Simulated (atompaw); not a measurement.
# Before and after: PAW (atompaw) potential for molybdenum (Mo)

molybdenum, PAW, made with atompaw 4.2.0.5 (PBE, scalar-relativistic). Core [Kr], reference 4d5 5s1 5p0. Waves: 5s (bound): rc 2.90 bohr; 5s channel at 0.95 Ry: rc 2.90 bohr; 5p (bound, empty): rc 3.00 bohr; 5p channel at 2.95 Ry: rc 3.00 bohr; 4d (bound): rc 3.00 bohr; 4d channel at 1.9 Ry: rc 0.50 bohr. Local part: troulliermartins scheme with l = 3 at 0 Ry, radius 2.10 bohr. Core correction: smooth core density matched at 2.80 bohr. Augmentation charge: besselshape compensation charge, radius 2.25 bohr; PAW radius 3.00 bohr; waves and projectors: custom rrkj gramschmidtortho.

All-electron outer shells of the reference configuration (PBE, scalar-relativistic, ld1.x):

```tsv
shell	level (eV)	outermost node (bohr)	outermost maximum (bohr)
4s	-64.35	0.51	0.99
4p	-38.49	0.52	1.08
5s	-4.09	1.34	2.93
4d	-3.75	0.53	1.38
5p	-1.04	1.54	4.11
```

Change: wave 5p channel at 2.95 Ry: rc 3.00 bohr becomes 5p channel at -0.01 Ry: rc 3.00 bohr.

Cutoffs: the cutoffs (Ry, on a coarse ladder) from which the occupation-weighted sum of valence levels, in a spherical-Bessel basis at the reference potential, stays within 10 and 1 mRy of its value at 400 Ry; they do not see the model core or the augmentation charge, which bear on the density cutoff.

**Question.** What does the change do?

**Answer.** The potential gets neither clearly harder nor softer (10 Ry and 18 Ry → 10 Ry and 18 Ry); the bound ghosts move from d, s to d, p, s; the range in which the p phases agree widens (upper end 0.2 → 3.6).

```tsv
quantity	base	changed
cutoff, loose	10 Ry	10 Ry
cutoff, tight	18 Ry	18 Ry
bound ghosts	s, d	s, p, d
s: phases at 3.01 bohr within 0.05 rad from the reference energy up to (Ry; the scan ends near 5)	3.4	3.4
p: phases at 3.01 bohr within 0.05 rad from the reference energy up to (Ry; the scan ends near 5)	0.2	3.6
d: phases at 3.01 bohr within 0.05 rad from the reference energy up to (Ry; the scan ends near 5)	to the end of the scan	to the end of the scan
lowest overlap eigenvalue by channel	s 0.26, p 0.70, d 0.74	s 0.26, p 0.62, d 0.74
```

 A true bound ghost makes a file unfit for plane-wave use even where its test errors are small: the radial tests pick states by their node count and pass the ghost by. The cutoffs see the waves, projectors and local potential, not the compensation charge or the core.
